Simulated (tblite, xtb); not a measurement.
aziridine (C$_{2}$H$_{5}$N), singlet, geometry from GFN2-xTB. Base run: GFN1-xTB (xtb).

Geometry (Å):
```xyz
8

C     -0.0425    -0.3873     0.7395
N     -0.0101     0.8515    -0.0013
C     -0.0504    -0.3896    -0.7378
H      0.8967     1.3083    -0.0068
H     -0.9670    -0.5719     1.2690
H     -0.9805    -0.5758    -1.2569
H      0.8462    -0.7276     1.2592
H      0.8328    -0.7316    -1.2659
```
Charge 0, spin multiplicity 1.
All else is at xtb's defaults.
Base energy -10.08448 Eh.

Programs used: tblite, xtb; a row that names a program was run with it.

Variants of this job, named by their change:

```tsv
change	ΔE vs base (mEh)	HOMO-LUMO gap (eV)	dipole (D)	G_solv (kcal/mol)	SCF cycles
base	0.000	8.02	2.08	-	8
etemp = 10000	-2.517	8.08	2.01	-	8
alpb = methanol	-7.343	8.17	2.24	-4.94	8
alpb = dmso	-6.830	8.13	2.21	-4.53	8
etemp = 1000	0.000	8.02	2.08	-	8
program = tblite; method = gfn1; option = --grad	0.000	-	-	-	-
program = tblite; method = gfn1	0.000	-	-	-	-
acc = 30	0.000	8.02	2.08	-	7
```

ALPB and GBSA are two models with their own fitted parameters for each solvent, which aren't always the measured dielectric constant.
